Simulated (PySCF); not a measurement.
Coordinates in bohr (charge 0 multiplicity 1):
```
Ge    2.5412    0.0000   -0.5543
Ge   -2.5412    0.0000    0.5543
H     0.0000    2.0456    0.0000
H     0.0000   -2.0456    0.0000
H     2.9934    0.0000    2.4218
H    -2.9934    0.0000   -2.4218
```

Method: PySCF, PBE0, basis Ge def2-TZVP, H def2-TZVP (no relativity, density fitting).

This geometry of Ge₂H₄ is a stationary point at this level.

What is the point group?

C2h.

Is it a minimum?

Yes: all harmonic wavenumbers are real.

List the harmonic modes with their infrared intensities.


| symmetry | ω (cm⁻¹) | IR (km/mol) |
| --- | --- | --- |
| bu | 213 | 2.6 |
| ag | 230 | 0.0 |
| au | 644 | 15.8 |
| ag | 750 | 0.0 |
| bg | 760 | 0.0 |
| bu | 772 | 109 |
| au | 1224 | 49.7 |
| bg | 1335 | 0.0 |
| bu | 1347 | 1007 |
| ag | 1516 | 0.0 |
| ag | 1922 | 0.0 |
| bu | 1941 | 497 |

What are the dipole moment and the gap between the highest occupied and lowest empty levels?

0.00 D and 3.92 eV.

In C2h the vibrations span 4bu + 4ag + 2au + 2bg. The ag, bg modes carry no infrared intensity, as symmetry demands. With a centre of inversion only u modes can be infrared active and only g modes Raman active.

This need not be the most stable arrangement of these atoms. At this level a singlet minimum of C2h symmetry lies 36 kJ/mol below this structure.
